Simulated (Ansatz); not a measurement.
`C[B](C)[AlH2]` + `[OH][GaH2]` → `[AlH2][O][GaH2]` + `CBC` at 700 K and 1 bar (cleavage of the Al–B bond).

Computed with Ansatz on PBE0-D4/def2-TZVP structures; ΔE is electronic, products minus reactants. CBS: MP2 limit from def2 TZ/QZ plus the TZ coupled-cluster correction, frozen cores. For Ga outer-core shells are correlated without core-valence functions, which leaves a few kJ/mol of doubt a bond. Scalar relativity is left out up to krypton.

```
          species  CCSD(T)/CBS energy (Eh)  H − E (kJ/mol)  S (J/(mol·K))
  `C[B](C)[AlH2]`               -347.69710           318.6          472.8
     `[OH][GaH2]`              -2000.92981           111.5          322.8
`[AlH2][O][GaH2]`              -2243.58748           143.6          419.4
            `CBC`               -105.11307           282.8          377.9
```

H − E and S are ideal-gas, rigid-rotor, harmonic terms from PBE0-D4/def2-TZVP, for one conformer and one mirror image of each species. 1 Eh = 2625.50 kJ/mol, R = 8.31446 J/(mol·K).

Task: By hand: ΔE, ΔH, ΔS and ΔG.

Result: ΔE = (-2243.58748) + (-105.11307) − (-347.69710) − (-2000.92981) = -0.07364 Eh = -193.3 kJ/mol. Δ(H − E) = 143.6 + 282.8 − 318.6 − 111.5 = -3.7, so ΔH = -197.0 kJ/mol. ΔS = 419.4 + 377.9 − 472.8 − 322.8 = 1.7 J/(mol·K). ΔG = -197.0 − 700 × (1.7)/1000 = -198.2 kJ/mol.

Task: By hand: the equilibrium constant, and the temperature at which ΔG would vanish if ΔH and ΔS stayed fixed.

Result: log₁₀ K = −ΔG/(RT ln 10) = 14.8. ΔH and −TΔS have one sign here, so there is no such temperature. One of them is within its doubt of zero, so this could turn.

The number of gas molecules stays the same, so ΔS is small and ΔH decides. A doubt of 5 kJ/mol in ΔE shifts log₁₀ K by 0.4 here. Other conformers and mirror images would add mixing entropy, several J/(mol·K) or more a flexible species. These are equilibria of isolated gas molecules and say nothing of rates. Largest T1 diagnostic: 0.015 (customary marks: 0.02 for closed shells, 0.045 for open ones).
